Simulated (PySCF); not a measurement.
# How methods differ on the ionisation energy of Sc¹³⁺

Sc¹³⁺ [He] 2s2 2p4 [2p1/2^2 2p3/2^2, M_J = 2] → Sc¹⁴⁺ [He] 2s2 2p3 [2p1/2^2 2p3/2^1, M_J = 3/2], as a difference of total energies. Computed with PySCF 2.14 in an uncontracted even-tempered set (18 s from 2.3 bohr⁻², ratio 2.4; 11 p from 3 bohr⁻², ratio 2.4; 5 d from 14 bohr⁻², ratio 2.6; 5 f from 21 bohr⁻², ratio 2.6), with the two-component X2C-1e Hamiltonian. Correlated levels: nothing frozen; the 30 highest virtual spinors dropped. "Screened" scales the spin-orbit matrix elements by Boettger's factors to mimic the two-electron term; Breit and QED terms are absent.

```
                    method  ionisation energy (eV)
           GHF (spin-free)                  829.29
          GMP2 (spin-free)                  830.81
 GHF (screened spin-orbit)                  831.00
GMP2 (screened spin-orbit)                  832.49
```

**Question.** How much does correlation contribute at GMP2 (screened spin-orbit)?

**Answer.** 832.49 − (831.00) = 1.49 eV, measured against GHF (screened spin-orbit).

The labels give the starting determinants; with spin-orbit coupling the two ends relaxed to ⟨J²⟩ = 6.00, ⟨L²⟩ = 2.16, ⟨S²⟩ = 1.92 and ⟨J²⟩ = 3.75, ⟨L²⟩ = 0.04, ⟨S²⟩ = 3.69.

For comparison: 833.2 ± 1.4 eV (semi-empirical (NIST evaluation); NIST Atomic Spectra Database, ionization energies).
